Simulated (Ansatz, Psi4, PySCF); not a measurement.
System: CH$_{4}$BS$_{2}$, net charge 0, doublet state. SMILES: [CH2]B(S)S
Coordinates optimised at B3LYP-D3(BJ)/def2-TZVP (Ansatz, a first-principles code):
```xyz
8

C     -1.6157    -0.2397     0.9688
B     -0.3243    -0.0528     0.1974
S     -0.1751     1.4348    -0.8318
S      1.0501    -1.2346     0.2619
H     -2.4308     0.4742     0.9223
H     -1.8009    -1.0939     1.6101
H      1.0591     1.2305    -1.3235
H      0.4880    -2.1133     1.1090
```
Charge 0, spin multiplicity 2.

Quantity: size of the dipole moment, in D. Conventions: 6-31G* and kin with 6d, 5d where marked; 6-311+G** with 5d, 6d on Na to Ar in Ansatz; open shells spin-unrestricted; non-relativistic; spin-orbit terms left out; dispersion terms only where a functional's name holds one. Ab initio and DFT rows: single points at B3LYP-D3(BJ) geometries (Ansatz).

```csv
level,program,size of the dipole moment (D)
PBE/def2-SVP,Ansatz,1.07
BP86/def2-SVP,PySCF,1.09
B3LYP/STO-3G,Ansatz,0.71
B3LYP/6-31G*,Ansatz,1.45
B3LYP/6-31G**,Ansatz,1.44
B3LYP/def2-SVP,Ansatz,1.15
B3LYP/cc-pVDZ,Ansatz,1.20
B3LYP/6-311+G**,Ansatz,1.27
wB97X-D/6-311+G**,Psi4,1.43
B3PW91/6-31G* (5d),PySCF,1.49
```

No value to compare with is used here. The 10 habitual levels span 0.71 (B3LYP/STO-3G) to 1.49 D (B3PW91/6-31G* (5d)).

The levels are drawn from those run, B3LYP/6-31G* more often than the rest, none by its result; left out are runs that failed, that the program found above a lower state of the same kind, or whose <S^2> lies over 0.5 above the pure value.
